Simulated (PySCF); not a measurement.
Species: Zr(OtBu)F3, C4H9F3OZr (singlet state).
Cartesian coordinates in Å at the PBE0-D3(BJ)/def2-SVP level; atoms count from 1:
```
atom  x, y, z in Å
Zr1    1.0360    0.0048   -2.5489
O2     0.3435    0.0104   -0.7891
C3    -0.2039    0.0028    0.5160
C4    -1.4010   -0.9412    0.5116
C5     0.8774   -0.4865    1.4726
C6    -0.6298    1.4284    0.8495
H7    -1.8893   -0.9622    1.4971
H8    -2.1409   -0.6170   -0.2356
H9    -1.0819   -1.9641    0.2612
H10    1.2096   -1.4964    1.1888
H11    0.4999   -0.5239    2.5052
H12    1.7477    0.1860    1.4448
H13   -1.3837    1.7812    0.1300
H14    0.2358    2.1063    0.8053
H15   -1.0610    1.4831    1.8600
F16    2.8229    0.6797   -2.5278
F17   -0.0652    1.1109   -3.6490
F18    1.0273   -1.7854   -3.2141
```

The calculation used PySCF 2.14.0, density-fitted response routines, TDDFT wB97X-D/def2-SVPD, vertical, gas phase, core orbitals frozen in the response, def2 core potentials past Kr. Spin–orbit coupling is left out.

Ground-to-excited transition dipoles (e·a0, same axes as the geometry; the sign carries no meaning), for the states with f of 0.002 or more among the lowest 9:

```
state  E (eV)      μx      μy      μz
   S2   7.282   0.087   0.104   0.027
   S3   7.282  -0.096   0.094  -0.034
   S4   7.707  -0.093  -0.337  -0.077
   S5   7.712  -0.307   0.111  -0.142
   S6   7.788   0.273   0.015  -0.645
   S8   8.323  -0.042  -0.091  -0.019
   S9   8.328  -0.072   0.060  -0.017
```

Problem. What oscillator strength does each state have?

Solution. f = (2/3) ΔE |μ|² with ΔE in hartree (27.2114 eV).

```tsv
state	|μ|² (au)	|μ| (D)	f
S2	0.019	0.35	0.003
S3	0.019	0.35	0.003
S4	0.128	0.91	0.024
S5	0.127	0.91	0.024
S6	0.491	1.78	0.094
S8	0.010	0.26	0.002
S9	0.009	0.24	0.002
```

Problem. What peak molar absorption coefficient would the strongest computed level give as a lone Gaussian band 0.4 eV wide at half height?

Solution. ε(max) = 2.175×10⁸ f / FWHM, with the width in cm⁻¹. S6: 2.175×10⁸ × 0.0936 / 3226 ≈ 6300 L mol⁻¹ cm⁻¹.

S2/S3, S4/S5 and S8/S9 coincide within about 0.01 eV; within a degenerate level the directions of the single components are arbitrary.
